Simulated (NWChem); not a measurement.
All runs are NWChem calculations. System: HO₂, charge 1, spin multiplicity 3, at the geometry of a parent with another charge or spin, in a state set for the comparison that need not be this species' ground state. Its SCF solution wasn't tested for a lower state. Level: UMP2/def2-TZVP, 2 core orbitals frozen.

Job file:

```
start mol
memory heap 200 mb stack 900 mb global 1100 mb
charge 1
geometry units angstroms nocenter noautoz
  O      0.503259    -0.338228     0.000000
  O     -0.652279     0.293189     0.000000
  H      1.192162     0.360315     0.000000
  symmetry group Cs
end
basis spherical
  * library def2-tzvp
end
scf
  uhf
  nopen 2
  maxiter 100
  thresh 1e-7
  semidirect memsize 60000000 filesize 0
  # guess.movecs holds the orbitals of an unrestricted PBE0 run
  vectors input guess.movecs output mol.movecs
end
mp2
  freeze core 2
end
task mp2 energy
```

Output (cleaned and shortened):

```
             Northwest Computational Chemistry Package (NWChem) 7.3.0
             --------------------------------------------------------

                                NWChem Input Module
                                -------------------

 Scaling coordinates for geometry "geometry" by  1.889725989
 (inverse scale =  0.529177249)

 Turning off AUTOSYM since
 SYMMETRY directive was detected!

                             Geometry "geometry" -> ""
                             -------------------------

 Output coordinates in angstroms (scale by  1.889725989 to convert to a.u.)

  No.       Tag          Charge          X              Y              Z
 ---- ---------------- ---------- -------------- -------------- --------------
    1 O                    8.0000     0.50325900    -0.33822800     0.00000000
    2 O                    8.0000    -0.65227900     0.29318900     0.00000000
    3 H                    1.0000     1.19216200     0.36031500     0.00000000

 Effective nuclear repulsion energy (a.u.)      32.3281791277

            Nuclear Dipole moment (a.u.)
            ----------------------------
        X                 Y               Z
 ---------------- ---------------- ----------------
     0.0000037795     0.0000056692     0.0000000000

      Symmetry information
      --------------------

 Group name             Cs
 Group number              2
 Group order               2
 No. of unique centers     3

      Symmetry unique atoms

     1    2    3


 Summary of "ao basis" -> "" (spherical)
 ------------------------------------------------------------------------------
       Tag                 Description            Shells   Functions and Types
 ---------------- ------------------------------  ------  ---------------------
 *                         def2-tzvp                  on all atoms

 Summary of "ao basis" -> "ao basis" (spherical)
 ------------------------------------------------------------------------------
       Tag                 Description            Shells   Functions and Types
 ---------------- ------------------------------  ------  ---------------------
 O                         def2-tzvp                11       31   5s3p2d1f
 H                         def2-tzvp                 4        6   3s1p

                                 NWChem SCF Module
                                 -----------------

  ao basis        = "ao basis"
  functions       =    68
  atoms           =     3
  alpha electrons =     9
  beta  electrons =     7
  charge          =   1.00
  wavefunction    = UHF
  use symmetry    = T
  symmetry adapt  = T

 Summary of "ao basis" -> "ao basis" (spherical)
 ------------------------------------------------------------------------------
       Tag                 Description            Shells   Functions and Types
 ---------------- ------------------------------  ------  ---------------------
 O                         def2-tzvp                11       31   5s3p2d1f
 H                         def2-tzvp                 4        6   3s1p

      Symmetry analysis of basis
      --------------------------

        a'         47
        a"         21

 Forming initial guess at       0.0s

   Symmetry analysis of molecular orbitals - initial alpha
   -------------------------------------------------------

  Numbering of irreducible representations:

     1 a'          2 a"

  Orbital symmetries:

     1 a'          2 a'          3 a'          4 a'          5 a'
     6 a"          7 a'          8 a'          9 a"         10 a'
[...]
 -----------   ------   -------------------------------------------------------
    1 O    8     4.12   0.40  0.59  0.31  0.50  0.12  0.96  0.99  0.22  0.00  0.02  0.00
    2 O    8     4.61   0.40  0.59  0.36  0.53  0.10  1.29  1.16  0.17  0.00  0.02  0.00
    3 H    1     0.27   0.11  0.13  0.00  0.02

   Mulliken analysis of the beta density
   -------------------------------------

    Atom       Charge   Shell Charges
 -----------   ------   -------------------------------------------------------
    1 O    8     3.91   0.40  0.59  0.29  0.50  0.13  0.79  0.92  0.27  0.00  0.02  0.00
    2 O    8     2.83   0.40  0.59  0.30  0.51  0.14  0.34  0.41  0.11  0.00  0.03  0.00
    3 H    1     0.26   0.10  0.13  0.00  0.02

   Mulliken analysis of the spin density
   -------------------------------------

    Atom       Charge   Shell Charges
 -----------   ------   -------------------------------------------------------
    1 O    8     0.20   0.00 -0.00  0.02  0.00 -0.01  0.17  0.07 -0.05  0.00 -0.00  0.00
    2 O    8     1.78   0.00 -0.00  0.06  0.02 -0.04  0.95  0.75  0.06 -0.00 -0.01 -0.00
    3 H    1     0.01   0.01  0.00  0.00  0.00

       Multipole analysis of the density wrt the origin
       ------------------------------------------------

     L   x y z        total         alpha         beta         nuclear
     -   - - -        -----         -----         ----         -------
     0   0 0 0      1.000000     -9.000000     -7.000000     17.000000

     1   1 0 0      0.421045      1.126908     -0.705867      0.000004
     1   0 1 0      0.655570     -0.057133      0.712698      0.000006
     1   0 0 1     -0.000000     -0.000000      0.000000      0.000000

     2   2 0 0     -3.206288    -15.623761    -12.048425     24.465899
     2   1 1 0      0.655673      5.316381      4.131626     -8.792334
     2   1 0 1      0.000000      0.000000      0.000000      0.000000
     2   0 2 0     -6.267908     -7.013000     -5.442458      6.187550
     2   0 1 1     -0.000000     -0.000000     -0.000000      0.000000
     2   0 0 2     -6.935955     -3.909289     -3.026666      0.000000

                   NWChem MP2 Semi-direct Energy/Gradient Module
                   ---------------------------------------------

  Basis functions       =     68
  Molecular orbitals    =     68
  Frozen core           =      2
  Frozen virtuals       =      0
  Active alpha occupied =      7
  Active beta occupied  =      5
  Active alpha virtual  =     59
  Active beta virtual   =     61
  Use MO symmetry       = T
  Use skeleton AO sym   = T

  AO/Fock/Back tols     =   1.0D-09  1.0D-09  1.0D-09

 GA uses MA = F    GA memory limited = T

 Available:
  local mem=  1.26D+08
 global mem=  1.44D+08
 local disk=  0.00D+00
  mp2_memr nvloc                    59
  nvloc new                    59
   1 passes of   7:        4194304                      30074                   3298024.
   1 passes of   7: M    126153254           G      144169952           F     121958950.

 Semi-direct pass number   1 of   1  for UHF alpha       at        1.4s
  vrange nnbf                  2343
  mp2_eaftype                    12  avail_ma_in_mb                  1099
 EAF : mp2_eaftype filesize          12    1649012.
  mp2_eaf for mointskh                     12
Node 0 wrote      7.7 Mb in      0.0 s     Agg I/O rate:  1899.5 Mb/s
 Done moints_semi at        1.8s
  mp2_eaftype                    12  avail_ma_in_mb                  1087
 EAF : mp2_eaftype filesize          12    1649012.
  mp2_eaf for kh                    12
 Done maket at        1.9s
 Done multipass loop at        1.9s

 GA uses MA = F    GA memory limited = T

 Available:
  local mem=  1.26D+08
 global mem=  1.44D+08
 local disk=  0.00D+00
  mp2_memr nvloc                    61
  nvloc new                    61
   1 passes of   5:        4194304                      24676                   2437674.
   1 passes of   5: M    126153254           G      144169952           F     121958950.

 Semi-direct pass number   1 of   1  for UHF beta        at        1.9s
  vrange nnbf                  2343
  mp2_eaftype                    10  avail_ma_in_mb                  1099
 EAF : mp2_eaftype filesize          10    1218837.
  mp2_eaf for mointskh                     10
Node 0 wrote      5.7 Mb in      0.0 s     Agg I/O rate:  1930.6 Mb/s
 Done moints_semi at        2.3s
  mp2_eaftype                    10  avail_ma_in_mb                  1089
 EAF : mp2_eaftype filesize          10    1218837.
  mp2_eaf for kh                    10
 Done maket at        2.3s
 Done multipass loop at        2.3s

          -------------------------------------------
          SCF energy                -149.852972374412
          Correlation energy          -0.403404437606
          Singlet pairs                0.000000000000
          Triplet pairs                0.000000000000
          Total MP2 energy          -150.256376812017
          -------------------------------------------

          ---------------------------------------------------
                    Spin Component Scaled (SCS) MP2
          Same spin pairs                     -0.107729053559
          Same spin scaling factor             0.333333333333
          Opposite spin pairs                 -0.295675384046
          Opposite spin scaling fact.          1.200000000000
          SCS-MP2 correlation energy          -0.390720145375
          Total SCS-MP2 energy              -150.243692519787
          ---------------------------------------------------

 -----------------------
 Performance information
 -----------------------

 Timer overhead =  9.67D-08 seconds/call

               Nr. of calls         CPU time (s)                 Wall time (s)                GFlops
             ---------------    -------------------     ------------------------------   -------------------
Name         Min   Avg   Max    Min     Avg     Max     Min     Avg     Max   Mx/calls   Min     Max     Sum
mp2: moin     2     2     2   0.85    0.85    0.85     0.85    0.85    0.85    0.42      0.0     0.0     0.0
mp2: make     2     2     2   6.47E-2 6.47E-2 6.47E-2  6.47E-2 6.47E-2 6.47E-2 3.23E-2   0.0     0.0     0.0
mp2: tota     1     1     1   0.96    0.96    0.96     0.96    0.96    0.96    0.96      0.0     0.0     0.0

 The average no. of pstat calls per process was 5.00D+00
 with a timing overhead of 4.84D-07s

 Task  times  cpu:        2.3s     wall:        2.3s

 Total times  cpu:        2.3s     wall:        2.3s
```
